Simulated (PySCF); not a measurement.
Cartesian coordinates in Å; atom numbers follow the order of the lines, from 1:
```xyz
15

F    -1.6921    2.5459   -0.7693
C    -1.2725    1.3485   -0.4023
C    -2.1825    0.3452   -0.0986
C    -1.6805   -0.8960    0.2837
C    -0.3050   -1.0795    0.3452
N     0.5504   -0.0949    0.0457
Al    2.5813   -0.4524    0.1081
C     0.0930    1.1038   -0.3221
H    -3.2538    0.5456   -0.1638
H    -2.3520   -1.7186    0.5345
H     0.1387   -2.0329    0.6427
H     2.7239   -1.0303    1.6005
H     3.0849    1.0479   -0.1798
H     2.7210   -1.5275   -1.0782
H     0.8298    1.8774   -0.5538
```

Theoretical values (PySCF 2.14.0 with density-fitted response routines): shielding tensors at HF/pcSseg-1 (GIAO), geometry: PBE0-D3(BJ)/def2-SVP. Single conformer, relativity neglected, one averaged value for each set of equivalent atoms, gas phase.

Referencing at the same level of theory: 13C (σref 190.85), 1H (σref 31.69) against TMS; 19F (σref 246.35) against CFCl3; 15N (σref 265.72) vs NH3; 27Al (σref 516.24) vs AlH4-.

```
      atoms  nucleus  count  δ (ppm)
         C8      13C      1    150.7
         C4      13C      1        ?
        H10       1H      1     7.63
         C3      13C      1        ?
         C2      13C      1    162.2
         H9       1H      1     8.23
         N6      15N      1    299.3
         C5      13C      1    156.5
        Al7     27Al      1        ?
         F1      19F      1   -111.7
H12/H13/H14       1H      3     4.17
        H15       1H      1     9.45
        H11       1H      1        ?
```

Problem. Complete the table.

Solution. 
- C3: 139.8 ppm, aromatic CH; the aromatic region
- C4: 128.9 ppm, aromatic CH; the aromatic region
- H11: 8.99 ppm, hydrogen on an aromatic CH next to a ring nitrogen; ring current plus the neighbouring ring nitrogen
- Al7: 56.9 ppm, aluminium bonded to N, 3 H

Hydrides on Al or Ga are broadened by the quadrupolar metal nucleus. Shifts are as computed. Against solution values, carbons near 30 ppm lie about -0 ppm off and those near 130 ppm about +7 ppm. Of 1309 compounds with measured shifts, 239 miss one by over three times the rms of a fit or turn the order of signals round; such compounds aren't used in these exercises. Unscaled 19F shifts against computed CFCl3 carry errors that often reach 10 to 50 ppm. Experimental scales use liquid or dissolved standards, which lie at an offset from isolated NH3 (liquid NH3: subtract about 20 ppm). Unscaled 15N shifts of sp2 nitrogen come out 20 to 40 ppm too high even then.
